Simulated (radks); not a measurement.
The numbers below are computed, except where a source is named.
Question: Orbital eigenvalues (eV) of the tin ion Sn30+, [Ar] 3d2, of relativity; Dirac values are averaged over j with weights 2j + 1. Spin-unpolarised spherical Kohn-Sham, PBE, point nucleus unless stated (finite: rms radius 4.6519 fm), a radial shooting solver on a logarithmic mesh with Libxc functionals. A level marked "c x" has the speed of light scaled by that factor and shares open shells by 2j + 1; other Dirac levels either fill j = l - 1/2 first or share by 2j + 1.

| shell | non-rel. |
|---|---|
| 1s | -29397 |
| 2s | -5522.3 |
| 2p | -5267.6 |
| 3s | -1973.1 |
| 3p | -1875.3 |
| 3d | -1713.1 |
| 4s (empty) | -993.87 |
| 4p (empty) | -952.82 |

Give the values at the level "Dirac, 2j+1 shares, finite nucleus".

Answer: 
shell       Dirac, 2j+1 shares, finite nucleus  change of magnitude (%)
1s                                      -30427                    +3.50
2s                                     -5782.3                    +4.71
2p                                     -5349.2                    +1.55
3s                                     -2041.8                    +3.48
3p                                     -1901.8                    +1.41
3d                                     -1711.6                    -0.09
4s (empty)                             -1019.7                    +2.60
4p (empty)                             -963.83                    +1.16
